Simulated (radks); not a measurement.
Values are calculated unless marked as measured or tabulated.
Q: All-electron atom: the ytterbium ion Yb61+ in [He] 2s2 2p5. Level of theory: Dirac Kohn-Sham, LDA (Slater exchange, Perdew-Wang correlation), spin-unpolarised, spherical densities, finite nucleus; open shells fill j = l - 1/2 first; Fermi nuclear charge, rms radius 5.3108 fm (a radial shooting solver on a logarithmic mesh with Libxc functionals). Some entries of the table are withheld. Estimate them.

| orbital | occ. | eigenvalue (eV) | <r^2> (bohr^2) |
|---|---|---|---|
| 1s1/2 | 2 | (1) | 0.0005291 |
| 2s1/2 | 2 | -15427.26 | 0.007792 |
| 2p1/2 | 2 | -15064.57 | (2) |
| 2p3/2 | 3 | -13962.65 | (3) |
| 3s1/2 | 0 | (4) | 0.04241 |
| 3p1/2 | 0 | (5) | (6) |
| 3p3/2 | 0 | (7) | (8) |

A: 
(1) 1s1/2 eigenvalue (eV): -66629.97
(2) 2p1/2 <r^2> (bohr^2): 0.005552
(3) 2p3/2 <r^2> (bohr^2): 0.006651
(4) 3s1/2 eigenvalue (eV): -6450.743
(5) 3p1/2 eigenvalue (eV): -6329.445
(6) 3p1/2 <r^2> (bohr^2): 0.03769
(7) 3p3/2 eigenvalue (eV): -6022.596
(8) 3p3/2 <r^2> (bohr^2): 0.04192
